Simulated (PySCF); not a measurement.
A geometry optimisation, step by step.

Species: GeH6OSi.
Atom-mapped SMILES: `[SiH3:1][O:2][GeH3:3]` (hydrogens: H4, H5, H6 on Si1; H7, H8, H9 on Ge3)

Computed by this run: PySCF 2.14.0, PBE0-D3(BJ)/def2-SVP geometry optimisation, gas phase; density fitting, grid level 1; the optimiser is geomeTRIC in internal coordinates, started from a GFN2-xTB structure with every atom displaced at random (about 0.01 Å). The frame can shift and turn from step to step; on so coarse a grid that alone can change the energy by a few meV, and forces under 0.02 eV/Å are noise.

Step 0: E = -66517.5313 eV, largest atomic force 1.731 eV/Å
```
atom  x, y, z in Å  |  force x, y, z in eV/Å
Si1     1.603    0.140    0.288   -1.353   0.896  -0.600
O2      0.085    0.231   -0.364    0.753   0.041  -0.033
Ge3    -1.611   -0.151   -0.236    0.330   0.131   0.597
H4      1.997   -1.235    0.457    0.482  -0.999   0.207
H5      2.391    0.844   -0.727    0.724   0.154  -0.091
H6      1.574    0.857    1.575    0.301   0.128   0.445
H7     -1.703   -1.644   -0.144   -0.269  -0.781   0.025
H8     -2.162    0.420   -1.488   -0.656   0.311  -0.795
H9     -2.115    0.523    1.031   -0.311   0.119   0.245
```

Step 1: E = -66517.7089 eV, largest atomic force 0.589 eV/Å
```
atom  x, y, z in Å  |  force x, y, z in eV/Å
Si1     1.666   -0.071    0.357    0.267  -0.272   0.108
O2      0.174   -0.036   -0.333   -0.585  -0.026  -0.059
Ge3    -1.561   -0.450   -0.182    0.199   0.041  -0.179
H4      2.133   -1.489    0.563   -0.079   0.126   0.006
H5      2.648    0.597   -0.547   -0.063   0.043  -0.027
H6      1.698    0.619    1.685   -0.069   0.011  -0.009
H7     -1.708   -1.997   -0.098    0.066   0.279  -0.007
H8     -2.233    0.110   -1.469    0.160  -0.131   0.293
H9     -2.137    0.228    1.087    0.104  -0.072  -0.126
```

Step 2: E = -66517.7269 eV, largest atomic force 0.152 eV/Å
```
atom  x, y, z in Å  |  force x, y, z in eV/Å
Si1     1.657   -0.082    0.354    0.101  -0.066   0.072
O2      0.169   -0.034   -0.348   -0.090   0.046  -0.113
Ge3    -1.548   -0.445   -0.185    0.070   0.004  -0.003
H4      2.110   -1.495    0.568   -0.022   0.021   0.003
H5      2.634    0.598   -0.546   -0.019   0.008  -0.002
H6      1.657    0.612    1.680   -0.013   0.001   0.004
H7     -1.676   -1.976   -0.096   -0.007  -0.015   0.006
H8     -2.226    0.103   -1.448   -0.007  -0.005   0.008
H9     -2.095    0.229    1.085   -0.012   0.007   0.025
```

Step 3: E = -66517.7288 eV, largest atomic force 0.126 eV/Å
```
atom  x, y, z in Å  |  force x, y, z in eV/Å
Si1     1.655   -0.084    0.352    0.018  -0.018   0.059
O2      0.171   -0.028   -0.362    0.011   0.053  -0.113
Ge3    -1.542   -0.442   -0.188    0.006  -0.018   0.056
H4      2.097   -1.498    0.570   -0.002  -0.006   0.002
H5      2.638    0.597   -0.540   -0.005  -0.001   0.001
H6      1.641    0.608    1.679    0.002  -0.002   0.002
H7     -1.665   -1.973   -0.093   -0.009  -0.019   0.003
H8     -2.234    0.101   -1.443   -0.012   0.008  -0.017
H9     -2.080    0.231    1.088   -0.009   0.001   0.009
```

Step 4: E = -66517.7327 eV, largest atomic force 0.204 eV/Å
```
atom  x, y, z in Å  |  force x, y, z in eV/Å
Si1     1.647   -0.089    0.347   -0.137   0.061   0.012
O2      0.179   -0.004   -0.411    0.180   0.053  -0.078
Ge3    -1.522   -0.434   -0.192   -0.117  -0.059   0.123
H4      2.053   -1.509    0.571    0.031  -0.044  -0.001
H5      2.654    0.590   -0.517    0.023  -0.014   0.005
H6      1.596    0.597    1.678    0.022  -0.006  -0.002
H7     -1.632   -1.967   -0.084    0.000  -0.008  -0.005
H8     -2.260    0.093   -1.427   -0.005   0.020  -0.038
H9     -2.036    0.235    1.098    0.002  -0.003  -0.016
```

Step 5: E = -66517.7352 eV, largest atomic force 0.207 eV/Å
```
atom  x, y, z in Å  |  force x, y, z in eV/Å
Si1     1.635   -0.092    0.342   -0.162   0.077  -0.025
O2      0.187    0.020   -0.458    0.203   0.033  -0.024
Ge3    -1.505   -0.428   -0.194   -0.145  -0.059   0.111
H4      2.011   -1.519    0.569    0.035  -0.044  -0.002
H5      2.672    0.579   -0.491    0.030  -0.017   0.007
H6      1.556    0.587    1.675    0.021  -0.006  -0.002
H7     -1.599   -1.961   -0.076    0.007   0.002  -0.009
H8     -2.280    0.087   -1.412    0.001   0.018  -0.032
H9     -1.995    0.240    1.107    0.010  -0.003  -0.024
```

Step 6: E = -66517.7366 eV, largest atomic force 0.101 eV/Å
```
atom  x, y, z in Å  |  force x, y, z in eV/Å
Si1     1.626   -0.091    0.339   -0.087   0.037  -0.026
O2      0.191    0.033   -0.482    0.100   0.008   0.011
Ge3    -1.499   -0.425   -0.193   -0.076  -0.028   0.044
H4      1.990   -1.524    0.567    0.018  -0.018  -0.002
H5      2.684    0.570   -0.475    0.016  -0.010   0.004
H6      1.536    0.582    1.674    0.009  -0.002   0.000
H7     -1.582   -1.959   -0.073    0.007   0.006  -0.006
H8     -2.289    0.084   -1.405    0.005   0.007  -0.011
H9     -1.976    0.243    1.112    0.008  -0.001  -0.014
```

Step 7: E = -66517.7369 eV, largest atomic force under 0.02 eV/Å
```
atom  x, y, z in Å  |  force x, y, z in eV/Å
Si1     1.624   -0.091    0.340   -0.012  -0.001  -0.005
O2      0.191    0.033   -0.481    0.007   0.000   0.006
Ge3    -1.502   -0.426   -0.193   -0.006  -0.002   0.000
H4      1.991   -1.525    0.567    0.002   0.001   0.000
H5      2.687    0.566   -0.473    0.002  -0.002   0.001
H6      1.539    0.582    1.675    0.000   0.000   0.001
H7     -1.583   -1.960   -0.075    0.002   0.003  -0.002
H8     -2.287    0.087   -1.407    0.003   0.000   0.002
H9     -1.979    0.243    1.111    0.002   0.001  -0.002
```

**Question.** Summarise the path.

**Answer.** The energy falls by 0.2057 eV from step 0 to step 7; nine tenths of that is first reached at step 2. It falls at every step. The largest force goes from 1.731 to under 0.02 eV/Å. Among the bonds Si1–H4 changes most, from 1.441 to 1.497 Å; the atoms move by 0.147 Å rms after alignment.

**Question.** Follow the three bonds and two angles with the largest change from start to end.

**Answer.** 
| step | E above end (eV) | largest force (eV/Å) | Si1–H4 (Å) | Ge3–H8 (Å) | Ge3–H7 (Å) | Si1–O2–Ge3 (°) | O2–Si1–H5 (°) |
| --- | --- | --- | --- | --- | --- | --- | --- |
| 0 | 0.2057 | 1.731 | 1.441 | 1.482 | 1.499 | 148.4 | 101.2 |
| 1 | 0.0280 | 0.589 | 1.506 | 1.556 | 1.556 | 147.1 | 109.5 |
| 2 | 0.0100 | 0.152 | 1.499 | 1.535 | 1.539 | 146.1 | 108.8 |
| 3 | 0.0081 | 0.126 | 1.497 | 1.533 | 1.539 | 145.1 | 108.6 |
| 4 | 0.0042 | 0.204 | 1.494 | 1.532 | 1.540 | 141.7 | 108.1 |
| 5 | 0.0017 | 0.207 | 1.494 | 1.532 | 1.541 | 138.2 | 107.9 |
| 6 | 0.0004 | 0.101 | 1.496 | 1.534 | 1.541 | 136.4 | 108.1 |
| 7 | 0.0000 | under 0.02 | 1.497 | 1.534 | 1.541 | 136.4 | 108.3 |

What follows is the cost of the whole optimisation. Time: 22 s wall; peak memory 0.39 GiB. Hardware: Arm Neoverse V2, one thread, no GPU, on a shared host.
